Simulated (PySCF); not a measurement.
Sn(OMe)(SH) (CH₄OSSn), SMILES [Sn]([SH])[O]C (connectivity only; charge and spin as stated), neutral, multiplicity 1.

Coordinates come from a B3LYP-D3(BJ)/def2-SVP optimisation. The def2 effective core potentials stand for the cores of Sn; spin–orbit coupling is left out. Other conformers were not sampled.

Computed with PBE/def2-TZVP run with PySCF.

Gas-phase values at a fixed geometry.

Problem. Estimate the frontier levels, gap, dipole moment and polarisability. (An estimate is asked for; the answer gives what the named calculation found.)

Solution. 
```
Item                                                                                                           Result
---------------------------------------------------------------------------------------------  ----------------------
highest occupied level                                                                                       -6.16 eV
lowest empty level                                                                                           -2.96 eV
orbital gap                                                                                                   3.20 eV
dipole moment                                                                                                  1.62 D
quadrupole, principal values (traceless, Buckingham form, about the centre of nuclear charge)   -6.86, 1.02, 5.84 D·Å
mean static polarisability                                                                      81.1 bohr³ (12.02 Å³)
polarisability, principal values                                                               55.9, 89.8, 97.6 bohr³
```
